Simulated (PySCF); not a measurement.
Se(F)(SeH) (FHSe2), SMILES F[Se][SeH]. Atoms are numbered in the order given.

```xyz
4

Se     0.5228     0.4307     0.7493
F      1.6261     1.1879    -0.4358
Se    -0.9477    -0.6877    -0.6125
H     -0.1889    -1.9528    -0.7296
```
Charge 0, spin multiplicity 1.

Geometry: B3LYP-D3(BJ)/def2-TZVP. Other conformers were not sampled.

Level of theory: B3LYP-D3(BJ)/def2-TZVP (PySCF 2.14.0).

Frequencies are harmonic and unscaled.

```json
[
 {"mode": "1", "ν (cm⁻¹)": "178", "IR (km/mol)": "3.6", "moving atoms (share of kinetic energy)": "F 70 %, Se 30 %"},
 {"mode": "2", "ν (cm⁻¹)": "299", "IR (km/mol)": "6.0", "moving atoms (share of kinetic energy)": "Se 99 %"},
 {"mode": "3", "ν (cm⁻¹)": "371", "IR (km/mol)": "6.2", "moving atoms (share of kinetic energy)": "H 94 %"},
 {"mode": "4", "ν (cm⁻¹)": "608", "IR (km/mol)": "98.3", "moving atoms (share of kinetic energy)": "F 81 %, Se 19 %"},
 {"mode": "5", "ν (cm⁻¹)": "747", "IR (km/mol)": "5.1", "moving atoms (share of kinetic energy)": "H 98 %"},
 {"mode": "6", "ν (cm⁻¹)": "2340", "IR (km/mol)": "15.3", "moving atoms (share of kinetic energy)": "H 99 %"}
]
```
